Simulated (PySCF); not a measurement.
SMILES C#C[SiH2]CC=C (C5H8Si) (GFN2-xTB optimised geometry):

```
14

C      1.126    -3.882     2.282
C      1.540    -2.774     2.066
Si     2.160    -1.067     1.708
C      1.470    -0.547     0.000
C     -0.016    -0.547     0.000
C     -0.769     0.539     0.000
H      0.765    -4.852     2.475
H      3.627    -1.102     1.655
H      1.673    -0.158     2.751
H      1.844     0.445    -0.258
H      1.836    -1.246    -0.755
H     -0.476    -1.527     0.032
H     -1.844     0.491     0.020
H     -0.337     1.527    -0.027
```

Computed with PySCF with B3LYP/def2-TZVP.

Task: What are the frontier orbital energies and the dipole moment?

Result: HOMO-2 -8.06 eV, HOMO-1 -7.99 eV, HOMO -6.93 eV, LUMO -0.32 eV, LUMO+1 -0.23 eV; dipole moment 0.42 D.

On the same geometry PySCF 2.14.0 with PBE/def2-TZVP gives HOMO-2 -7.10 eV, HOMO-1 -7.02 eV, HOMO -6.07 eV, LUMO -1.06 eV, LUMO+1 -0.97 eV; dipole moment 0.45 D.

Meta-Löwdin charges at B3LYP/def2-TZVP: C1 -0.16, C2 -0.29, Si3 0.69, C4 -0.43, C5 -0.09, C6 -0.28, H7 0.17, H8 -0.10, H9 -0.10, H10 0.12, H11 0.13, H12 0.11, H13 0.12, H14 0.11.
